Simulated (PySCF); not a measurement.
H$_{7}$Si$_{3}$ (SMILES [SiH2][SiH2][SiH3]), doublet, geometry from GFN2-xTB; BLYP/3-21G in PySCF.

Here is a job for PySCF.
```python
from pyscf import gto, scf, dft

mol = gto.M(
    atom='''
Si    1.93979745    0.47165961    0.10091883
Si    0.05332804   -0.63234908   -0.54160016
Si   -1.87730055    0.14500050    0.46169226
H     3.28672394    0.02470814   -0.26281169
H     1.98987865    1.93358010    0.02028201
H    -0.17751861   -0.71822834   -2.00276084
H     0.27841266   -2.04606664   -0.17893111
H    -2.94853390   -0.85021347    0.52993420
H    -2.43260727    1.30498691   -0.23887599
H    -1.61790441    0.57087873    1.83901062
''',
    basis='3-21g',
    spin=1,
    verbose=4,
)

mf = dft.UKS(mol)
mf.xc = 'blyp'
mf.kernel()
```

**Question.** What does PySCF print? Leave out banner, timings and long lists.

**Answer.** 
```
PySCF version 2.14.0

[INPUT] verbose = 4
[INPUT] num. atoms = 10
[INPUT] num. electrons = 49
[INPUT] charge = 0
[INPUT] spin (= nelec alpha-beta = 2S) = 1
[INPUT] symmetry False subgroup None
[INPUT] Mole.unit = angstrom
[INPUT] Symbol           X                Y                Z      unit          X                Y                Z       unit  Magmom
[INPUT]  1 Si     1.939797450000   0.471659610000   0.100918830000 AA    3.665685917630   0.891307486919   0.190708949512 Bohr   0.0
[INPUT]  2 Si     0.053328040000  -0.632349080000  -0.541600160000 AA    0.100775390360  -1.194966576321  -1.023475971421 Bohr   0.0
[INPUT]  3 Si    -1.877300550000   0.145000500000   0.461692260000 AA   -3.547583892995   0.274011232925   0.872471925231 Bohr   0.0
[INPUT]  4 H      3.286723940000   0.024708140000  -0.262811690000 AA    6.211008093651   0.046691617647  -0.496642116434 Bohr   0.0
[INPUT]  5 H      1.989878650000   1.933580100000   0.020282010000 AA    3.760325669619   3.653936828909   0.038327444156 Bohr   0.0
[INPUT]  6 H     -0.177518610000  -0.718228340000  -2.002760840000 AA   -0.335461554913  -1.357254857501  -3.784669480604 Bohr   0.0
[INPUT]  7 H      0.278412660000  -2.046066640000  -0.178931110000 AA    0.526123677012  -3.866505582209  -0.338130793064 Bohr   0.0
[INPUT]  8 H     -2.948533900000  -0.850213470000   0.529934200000 AA   -5.571921539996  -1.606670605716   1.001430502040 Bohr   0.0
[INPUT]  9 H     -2.432607270000   1.304986910000  -0.238875990000 AA   -4.596961508926   2.466067856042  -0.451410198834 Bohr   0.0
[INPUT] 10 H     -1.617904410000   0.570878730000   1.839010620000 AA   -3.057396230626   1.078804450040   3.475226411967 Bohr   0.0

nuclear repulsion = 184.927297993808
number of shells = 35
number of NR pGTOs = 102
number of NR cGTOs = 53
basis = 3-21g
ecp = {}

******** <class 'pyscf.dft.uks.UKS'> ********
method = UKS
initial guess = minao
damping factor = 0
level_shift factor = 0
DIIS = <class 'pyscf.scf.diis.CDIIS'>
diis_start_cycle = 1
diis_space = 8
diis_damp = 0
SCF conv_tol = 1e-09
SCF conv_tol_grad = None
SCF max_cycles = 50
direct_scf = True
direct_scf_tol = 1e-13
number electrons alpha = 25  beta = 24
XC library pyscf.dft.libxc version 7.1.2
    S. Lehtola, C. Steigemann, M. J. T. Oliveira, and M. A. L. Marques,  SoftwareX 7, 1–5 (2018)
XC functionals = blyp
    A. D. Becke,  Phys. Rev. A 38, 3098 (1988)
    C. Lee, W. Yang, and R. G. Parr,  Phys. Rev. B 37, 785 (1988)
    B. Miehlich, A. Savin, H. Stoll, and H. Preuss,  Chem. Phys. Lett. 157, 200 (1989)
radial grids:
    Treutler-Ahlrichs [JCP 102, 346 (1995); DOI:10.1063/1.469408] (M4) radial grids

becke partition: Becke, JCP 88, 2547 (1988); DOI:10.1063/1.454033
pruning grids: <function nwchem_prune>
grids dens level: 3
symmetrized grids: False
atomic radii adjust function: <function treutler_atomic_radii_adjust>
small_rho_cutoff = 0
Set gradient conv threshold to 3.16228e-05
tot grids = 126200
init E= -867.257412581064

cycle= 1 E= -867.929099825232  delta_E= -0.672  |g|= 0.106  |ddm|=  1.9
cycle= 2 E= -867.933123163841  delta_E= -0.00402  |g|= 0.0705  |ddm|= 0.283
cycle= 3 E= -867.937123250683  delta_E= -0.004  |g|= 0.0212  |ddm|= 0.158
cycle= 4 E= -867.937529543949  delta_E= -0.000406  |g|= 0.00242  |ddm|= 0.0408
cycle= 5 E= -867.937534305  delta_E= -4.76e-06  |g|= 0.00115  |ddm|= 0.0062
cycle= 6 E= -867.937535512582  delta_E= -1.21e-06  |g|= 0.00033  |ddm|= 0.00282
cycle= 7 E= -867.937535633566  delta_E= -1.21e-07  |g|= 0.000119  |ddm|= 0.00112
cycle= 8 E= -867.937535649872  delta_E= -1.63e-08  |g|= 2.12e-05  |ddm|= 0.000357
cycle= 9 E= -867.937535650334  delta_E= -4.62e-10  |g|= 9.5e-06  |ddm|= 6.89e-05
Extra cycle  E= -867.937535650317  delta_E= 1.68e-11  |g|= 1.07e-05  |ddm|= 4.44e-05
converged SCF energy = -867.937535650317  <S^2> = 0.75181528  2S+1 = 2.0018145
```
